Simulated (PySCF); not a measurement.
**Atomic charges against the basis set**

Compound: C3H9BS.
Cartesian coordinates in Å at the PBE0-D3(BJ)/def2-SVP level; atoms count from 1:
```xyz
14
C3H9BS angstrom
B      3.118    0.017   -0.061
S      1.725   -0.420   -1.038
C      0.270   -0.094    0.022
C     -1.012   -0.132   -0.793
C     -2.241    0.149    0.057
H      2.984    0.445    1.060
H      4.196   -0.136   -0.578
H      0.251   -0.856    0.815
H      0.406    0.887    0.502
H     -0.942    0.603   -1.612
H     -1.105   -1.119   -1.276
H     -2.186    1.144    0.527
H     -2.349   -0.593    0.865
H     -3.160    0.117   -0.548
```

PBE0 throughout (PySCF), one geometry, spherical d and f functions. The structure is a single PBE0-D3(BJ)/def2-SVP conformer in the gas phase; no vibrational or solvent corrections. Atoms taken as equivalent share a column and are averaged. The first 7 of 9 kinds of atom are listed.

Mulliken charges (e):

```json
{"basis": "STO-3G", "functions": "38", "B1": "-0.047", "S2": "+0.151", "C3": "-0.213", "C4": "-0.141", "C5": "-0.231", "H6/H7": "-0.047", "H8/H9": "+0.088"}
{"basis": "6-31G", "functions": "67", "B1": "-0.110", "S2": "+0.192", "C3": "-0.583", "C4": "-0.310", "C5": "-0.495", "H6/H7": "+0.002", "H8/H9": "+0.211"}
{"basis": "pcSseg-0", "functions": "67", "B1": "-0.051", "S2": "-0.003", "C3": "-0.738", "C4": "-0.488", "C5": "-0.636", "H6/H7": "+0.064", "H8/H9": "+0.287"}
{"basis": "6-31G*", "functions": "92", "B1": "-0.107", "S2": "+0.089", "C3": "-0.489", "C4": "-0.331", "C5": "-0.529", "H6/H7": "+0.017", "H8/H9": "+0.211"}
{"basis": "cc-pVDZ", "functions": "119", "B1": "-0.056", "S2": "+0.031", "C3": "-0.183", "C4": "-0.098", "C5": "-0.085", "H6/H7": "-0.012", "H8/H9": "+0.083"}
{"basis": "def2-SVP", "functions": "119", "B1": "-0.027", "S2": "-0.027", "C3": "-0.169", "C4": "-0.088", "C5": "-0.087", "H6/H7": "-0.011", "H8/H9": "+0.085"}
{"basis": "6-311+G(2d,p)", "functions": "197", "B1": "-0.079", "S2": "-0.035", "C3": "-0.113", "C4": "-0.241", "C5": "-0.613", "H6/H7": "+0.006", "H8/H9": "+0.163"}
{"basis": "aug-cc-pVDZ", "functions": "200", "B1": "-1.238", "S2": "+0.179", "C3": "+0.162", "C4": "+0.614", "C5": "+0.402", "H6/H7": "+0.617", "H8/H9": "-0.258"}
{"basis": "def2-TZVP", "functions": "215", "B1": "-0.096", "S2": "-0.065", "C3": "-0.193", "C4": "-0.183", "C5": "-0.367", "H6/H7": "+0.021", "H8/H9": "+0.133"}
{"basis": "IGLO-III", "functions": "274", "B1": "+0.019", "S2": "+0.118", "C3": "-0.332", "C4": "-0.208", "C5": "-0.362", "H6/H7": "-0.062", "H8/H9": "+0.147"}
{"basis": "cc-pVTZ", "functions": "280", "B1": "-0.139", "S2": "-0.005", "C3": "-0.156", "C4": "-0.174", "C5": "-0.300", "H6/H7": "+0.022", "H8/H9": "+0.112"}
{"basis": "pcSseg-2", "functions": "313", "B1": "+0.056", "S2": "-0.058", "C3": "-0.079", "C4": "-0.059", "C5": "-0.071", "H6/H7": "-0.052", "H8/H9": "+0.071"}
```

IAO charges (e):

| basis | functions | B1 | S2 | C3 | C4 | C5 | H6/H7 | H8/H9 |
| --- | --- | --- | --- | --- | --- | --- | --- | --- |
| STO-3G | 38 | -0.174 | +0.226 | -0.334 | -0.258 | -0.391 | -0.001 | +0.132 |
| 6-31G | 67 | -0.212 | +0.136 | -0.334 | -0.255 | -0.429 | +0.028 | +0.156 |
| pcSseg-0 | 67 | -0.215 | +0.142 | -0.341 | -0.261 | -0.421 | +0.028 | +0.157 |
| 6-31G* | 92 | -0.196 | +0.151 | -0.326 | -0.245 | -0.409 | +0.020 | +0.148 |
| cc-pVDZ | 119 | -0.214 | +0.160 | -0.323 | -0.244 | -0.408 | +0.024 | +0.147 |
| def2-SVP | 119 | -0.208 | +0.165 | -0.319 | -0.239 | -0.398 | +0.020 | +0.144 |
| 6-311+G(2d,p) | 197 | -0.215 | +0.165 | -0.334 | -0.252 | -0.422 | +0.024 | +0.151 |
| aug-cc-pVDZ | 200 | -0.211 | +0.155 | -0.327 | -0.250 | -0.420 | +0.024 | +0.150 |
| def2-TZVP | 215 | -0.216 | +0.169 | -0.337 | -0.252 | -0.422 | +0.024 | +0.151 |
| IGLO-III | 274 | -0.220 | +0.172 | -0.337 | -0.253 | -0.423 | +0.024 | +0.151 |
| cc-pVTZ | 280 | -0.214 | +0.163 | -0.334 | -0.252 | -0.423 | +0.024 | +0.151 |
| pcSseg-2 | 313 | -0.214 | +0.167 | -0.336 | -0.252 | -0.422 | +0.024 | +0.151 |

Some averages cover members that differ in this geometry, most widely: H6/H7, Mulliken in aug-cc-pVDZ +0.552 to +0.681; H8/H9, Mulliken in aug-cc-pVDZ -0.292 to -0.224; H6/H7, Mulliken in IGLO-III -0.075 to -0.050 e.

Q: Which scheme is steadiest as the basis changes?

A: Largest range over the bases for any column: IAO 0.09 e, Mulliken 1.29 e. IAO charges move least and Mulliken charges most, counted in e. Without the minimal STO-3G basis the ranges are IAO 0.04, Mulliken 1.29 e.

Q: How much do the charges still move between the two largest bases, cc-pVTZ and pcSseg-2?

A: At most, over all atoms: Mulliken 0.229 e, IAO 0.003 e.

Q: What do the same runs give for the total energy, the frontier levels and the dipole moment?

A: 
```json
{"basis": "STO-3G", "energy (Eh)": "-536.3849", "HOMO (eV)": "-5.14", "LUMO (eV)": "2.65", "μ (D)": "1.81"}
{"basis": "6-31G", "energy (Eh)": "-542.3836", "HOMO (eV)": "-7.75", "LUMO (eV)": "-0.83", "μ (D)": "2.13"}
{"basis": "pcSseg-0", "energy (Eh)": "-541.6727", "HOMO (eV)": "-8.02", "LUMO (eV)": "-1.13", "μ (D)": "2.11"}
{"basis": "6-31G*", "energy (Eh)": "-542.4435", "HOMO (eV)": "-7.63", "LUMO (eV)": "-0.77", "μ (D)": "2.03"}
{"basis": "cc-pVDZ", "energy (Eh)": "-542.4725", "HOMO (eV)": "-7.66", "LUMO (eV)": "-0.94", "μ (D)": "1.98"}
{"basis": "def2-SVP", "energy (Eh)": "-542.2374", "HOMO (eV)": "-7.70", "LUMO (eV)": "-0.96", "μ (D)": "1.99"}
{"basis": "6-311+G(2d,p)", "energy (Eh)": "-542.5161", "HOMO (eV)": "-7.72", "LUMO (eV)": "-1.13", "μ (D)": "2.05"}
{"basis": "aug-cc-pVDZ", "energy (Eh)": "-542.4824", "HOMO (eV)": "-7.73", "LUMO (eV)": "-1.13", "μ (D)": "2.03"}
{"basis": "def2-TZVP", "energy (Eh)": "-542.5278", "HOMO (eV)": "-7.72", "LUMO (eV)": "-1.10", "μ (D)": "2.03"}
{"basis": "IGLO-III", "energy (Eh)": "-542.5321", "HOMO (eV)": "-7.70", "LUMO (eV)": "-1.10", "μ (D)": "2.00"}
{"basis": "cc-pVTZ", "energy (Eh)": "-542.5311", "HOMO (eV)": "-7.72", "LUMO (eV)": "-1.08", "μ (D)": "2.02"}
{"basis": "pcSseg-2", "energy (Eh)": "-542.5375", "HOMO (eV)": "-7.74", "LUMO (eV)": "-1.13", "μ (D)": "2.02"}
```

The dipole is fixed by the density alone, so its range of 0.32 D shows that the density itself changes with the basis, not only its division among atoms.
